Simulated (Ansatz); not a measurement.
Correlation energies of Cl₃HSeSn, SMILES `[Cl][Sn]([Cl])([Cl])[SeH]` by basis set

Z-matrix (Å, degrees):
```
Sn
Cl 1 2.300
Cl 1 2.303 2 108.3
Cl 1 2.303 2 108.3 3 114.4
Se 1 2.493 2 108.4 3 -122.8
H 5 1.471 1 89.8 2 -179.6
```

Charge 0, multiplicity 1. Correlated methods include outer-core shells of Se, Sn, which these sets cover unevenly. Scalar relativity is left out up to krypton. Sn takes the def2 core potential. Geometry: relaxed with PBE0-D4/def2-TZVP. It is one conformer, not always the lowest. Frozen core, restricted reference, the Gaussian-basis code of Ansatz.

```tsv
basis	HF (Eh)	MP2 corr.	CCSD corr.	(T)	CCSD(T) total
def2-SVP	-3991.71199	?	?	-0.01922	?
def2-TZVPP	-3992.49785	-1.14497	-1.18523	-0.04792	-3993.73100
def2-QZVPP	?	?	–	–	–
```

(1) Fill in the withheld values. (An estimate is asked.)

Answers

(1) Ansatz gave: def2-SVP MP2 corr.: -0.72953; def2-SVP CCSD corr.: -0.77146; def2-SVP CCSD(T) total: -3992.50267; def2-QZVPP HF (Eh): -3992.58670; def2-QZVPP MP2 corr.: -1.72325.
